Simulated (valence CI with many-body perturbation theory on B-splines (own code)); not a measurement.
**Zr XXXV: key properties**

Computed by valence CI with perturbative core correlation (CI+MBPT): four valence electrons over a frozen Dirac-Fock core [He], radial functions for each j: 11 s, 11 p, 10 d, 8 f, 5 g, 2 h, with the one-electron correlation potential Σ1, the two-electron term Σ2, the three-electron term Σ3, Breit, model QED; selected CI, second order for the rest, scaled by the run's own slope (own B-spline code, finite nucleus).

The last digits are not significant, and no measured levels were compared; by estimate large intervals hold to a few tenths of a per cent, small ones and those within an open d or f shell to about a per cent. Among the levels kept, up to 970 cm⁻¹ of a level comes from second order outside the variational space, and about a tenth of that is noise between levels of different J, which matters for small intervals.

Levels are named by their leading jj configuration (3d3/2^4 stands for four electrons in 3d with j = 3/2), which in mixed levels can hold well under half, so a name can repeat and another be missing.

Rates and lifetimes use the calculated energies. Strong lines usually hold to 10 to 20 %, long lifetimes can be off by a factor of two.

Task: What is the ground level?

Result: (2s^2 2p1/2^2) J=0, composition 76 % 2s2 2p2 3P + 23 % 2s2 2p2 1S.

Task: How well does LS coupling describe the low levels?

Result: Among the lowest 20 levels the leading LS term, summed over configurations, holds 66 % on average. For single configurations the figures are 65 % in LS and 95 % in jj coupling. Terms mix most in the J = 1 level at 353.3 eV, where the leading one holds 37 %.

Task: Among levels below 3099.2 eV, which E1 lines absorb most strongly from the ground level?

Result: to (2s^2 2p1/2 3d3/2) J=1 at 0.4629 nm, f = 1.40; to (2s 2p1/2^2 3p3/2) J=1 at 0.4524 nm, f = 0.404; to (2s 2p1/2^2 2p3/2) J=1 at 5.055 nm, f = 0.124.

Task: Name the longest-lived excited levels whose lifetime is computed, and their main decay.

Result: (2s^2 2p1/2 2p3/2) J=2 at 93.7 eV lives 150 μs, mostly by M1 to (2s^2 2p1/2 2p3/2) J=1; (2s^2 2p1/2 2p3/2) J=1 at 82.0 eV lives 253 ns, mostly by M1 to (2s^2 2p1/2^2) J=0; (2s^2 2p3/2^2) J=2 at 183.9 eV lives 126 ns, mostly by M1 to (2s^2 2p1/2 2p3/2) J=1.

Task: What is the ionisation energy?

Result: 4560.9 eV; NIST lists 4553 ± 5 eV (semi-empirical).

Task: Where does the other parity begin?

Result: At (2s 2p1/2^2 2p3/2) J=2, 198.4 eV.
